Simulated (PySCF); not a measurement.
Structure from 2D NMR

Compound of formula C5H9NO2Si. Correlations simulated from computed shifts and the bond graph:

HSQC (one-bond C–H):
```tsv
δH	δC
8.13	148.8
4.73	70.9
3.72	60.1
```

HMBC (two and three bonds, from the bond graph):
```tsv
δH	δC
8.13	173.0, 135.2, 70.9
4.73	173.0, 148.8, 135.2, 60.1
4.48	173.0, 135.2
3.72	70.9
```

Carbons without hydrogens: δ 173.0, 135.2.

- NMR shieldings at PBE0/pcSseg-1/GIAO
- geometry: GFN2-xTB
- program: PySCF 2.14
- one conformer, relativity neglected, rapidly exchanging positions averaged, gas phase

Referencing at the same level of theory: TMS for ¹H (31.72 ppm) and ¹³C (186.93 ppm).

Exchangeable hydrogens are left out of these lists.

Task: Work out the connectivity.

Result: SMILES COCc1cnoc1[SiH3].

Atom-mapped SMILES (the numbers label the heavy atoms): `[CH3:1][O:2][CH2:3][c:4]1[cH:5][n:6][o:7][c:8]1[SiH3:9]`; H(Xn) means a hydrogen on atom n.

δC 173.0 is C8, a substituted aromatic carbon next to the ring oxygen. δC 148.8 is C5, an aromatic CH next to a ring nitrogen (δH 8.13). δC 135.2 is C4, a substituted aromatic carbon. δC 70.9 is C3, an sp3 CH2 bonded to O, on an aromatic ring (δH 4.73). δC 60.1 is C1, a methyl carbon bonded to O (δH 3.72). HMBC from δH 8.13 reaches the proton-free carbons C8, C4. HMBC from δH 4.73 reaches the proton-free carbons C8, C4. HMBC from δH 4.48 reaches the proton-free carbons C8, C4.

This is the structure that produced the data.

Shifts are as computed. Against solution values, carbons near 30 ppm lie about +3 ppm off and those near 130 ppm about +5 ppm. Of 1211 compounds with measured shifts, 218 miss one by over three times the rms of a fit or turn the order of signals round; such compounds aren't used in these exercises.
